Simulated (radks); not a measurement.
Initial-state core-level shifts of the cerium ion Ce+ when its valence configuration changes from [Xe] 4f1 5d2. Calculated with a radial shooting solver on a logarithmic mesh with Libxc functionals: scalar-relativistic Kohn-Sham, PBEsol, spin-polarised, spherical densities, finite nucleus; open shells are filled with parallel spins first (spin-orbit coupling, left out, can overturn this in heavy ions); Fermi nuclear charge, rms radius 4.8771 fm. Shifts are changes of the shell-averaged eigenvalues in eV (positive: less bound); the change of the density at the nucleus, which sets a Mossbauer isomer shift, is in e/bohr^3, on a base of 3.971e+05.

\begin{tabular}{lrrrrr}
valence & 1s & 3s & 3p & 4s & density at nucleus \\ \hline
5d2 6s1 & -9.503 & -11.612 & -11.583 & -10.660 & +52.80 \\
5d3 & -7.119 & -9.147 & -9.117 & -8.233 & +23.73 \\
4f1 5d1 6p1 & -3.204 & -3.257 & -3.257 & -3.244 & +2.63 \\
4f1 6s2 & -4.492 & -4.598 & -4.598 & -4.559 & +53.98 \\
4f0.5 5d2 6s0.5 & -4.549 & -5.545 & -5.531 & -5.127 & +24.67 \\
4f2 5d1 & +5.801 & +7.344 & +7.322 & +6.820 & -18.41 \\
4f0.5 5d2 6p0.5 & -5.090 & -6.086 & -6.071 & -5.668 & +12.66 \\
4f2.5 6p0.5 & +6.684 & +8.820 & +8.789 & +8.136 & -24.72 \\
4f2 5d0.5 6p0.5 & +4.425 & +5.981 & +5.959 & +5.443 & -17.79 \\
\end{tabular}
